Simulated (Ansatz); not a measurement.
(PbO)n off: PBE-D4/def2-TZVPD single points in Ansatz on relaxed structures, gas phase. Each cluster is the lowest isomer that a short search found in that spin, judged at the geometry's level, and lower ones may exist. Core potentials for Pb, no spin–orbit coupling. Binding counts from free atoms in the multiplicity of their measured ground term, without zero-point energy. Singlets are spin-restricted. A dash marks a value that wasn't run or was left out as unsound. The structures are stationary points that may keep the symmetry of their start. Remarks come from the PBE and PBE0 runs and from stability tests at other levels; not every state was tested. A HOMO above zero means that the electron is unbound at that level and held by the basis, or that self-interaction error raises the level; the energy of removing that electron tells which. HOMO above LUMO (over both spins in singlets and doublets, within one spin in higher multiplets; at PBE or PBE0), or a gap under 0.15 eV within one spin, warns that the state may not be the lowest or that an electron is smeared out.

| species | atoms | state | geometry | HOMO (eV) | LUMO (eV) | gap (eV) | vertical EA (eV) | binding per atom (eV) | point group (within 0.1 Å) | remarks |
| --- | --- | --- | --- | --- | --- | --- | --- | --- | --- | --- |
| PbO2 (with an O–O bond) | 3 | singlet | r2SCAN-D4/def2-TZVP | -4.63 | -3.44 | 1.19 | 0.86 | 2.79 | C2v | HOMO above zero (-1 doublet) |
| Pb3O2 | 5 | singlet | PBE-D4/def2-SVP | -4.17 | -2.69 | 1.49 | 0.72 | 3.31 | C2v | HOMO above zero (-1 doublet), gap within one spin near zero at PBE or PBE0 (-1 doublet) |
| Pb4O3 | 7 | singlet | PBE-D4/def2-SVP | -4.10 | -2.34 | 1.76 | – | 3.66 | C3v | restricted SCF unstable in HF, HOMO above zero (-1 doublet), gap within one spin near zero at PBE or PBE0 (-1 doublet) |

The gap (eV) runs from 1.19 (PbO2 (with an O–O bond)) to 1.76 (Pb4O3). The binding per atom (eV) runs from 2.79 (PbO2 (with an O–O bond)) to 3.66 (Pb4O3).
